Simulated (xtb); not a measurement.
C2H3Br, SMILES C=CBr. All values are semi-empirical tight-binding results from xtb (GFN2-xTB unless named), good for trends rather than for accurate numbers. Geometry: GFN2-xTB.

```yaml
point_group_as_xtb_finds_it: Cs
orbital_gap: 4.40 eV
zero_point_energy: 25.6 kcal/mol
G − E(el) at 298.15 K (modified RRHO): 8.9 kcal/mol
static polarisability (D4 model): 46.6 bohr³
solvation energy, GFN2-xTB/ALPB(water): -1.5 kcal/mol
solvation energy, GFN2-xTB/ALPB(methanol): -4.0 kcal/mol
```
